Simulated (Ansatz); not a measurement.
Frontier orbitals of CH₃AlF₂, SMILES `F[CH](F)[AlH2]`.

The species carries charge 0 and has multiplicity 1. All single points use the PBE0-D4/def2-TZVP geometry. Basis def2-TZVPP, Ansatz.

Compute the vertical ionisation energy as the energy of the cation minus that of the neutral molecule, at each level. (An estimate is asked.)

Computed: 
| level | IE (eV) | difference from CCSD(T)/CBS(def2) |
| --- | --- | --- |
| PBE-D4/def2-TZVPP | 10.20 | -0.86 |
| r2SCAN-D4/def2-TZVPP | 10.38 | -0.67 |
| PBE0-D4/def2-TZVPP | 10.63 | -0.43 |
| B3LYP-D4/def2-TZVPP | 10.68 | -0.38 |
| ωB97X-V/def2-TZVPP | 10.83 | -0.23 |
| ωB97M-V/def2-TZVPP | 10.82 | -0.24 |
| B2PLYP/def2-TZVPP | 10.74 | -0.32 |
| HF/def2-TZVPP | 10.38 | -0.68 |
| MP2/def2-TZVPP | 10.95 | -0.11 |
| CCSD/def2-TZVPP | 10.94 | -0.12 |
| CCSD(T)/def2-TZVPP | 10.89 | -0.17 |
| HF/def2-QZVPP | 10.36 | -0.69 |
| MP2/def2-QZVPP | 11.04 | -0.01 |
| HF/CBS(def2) | 10.36 | -0.70 |
| MP2/CBS(def2) | 11.12 | 0.06 |
| CCSD/CBS(def2) | 11.11 | 0.06 |
| CCSD(T)/CBS(def2) | 11.06 | 0.00 |

B3LYP here is the variant with VWN-RPA as its local correlation; programs differ in this.
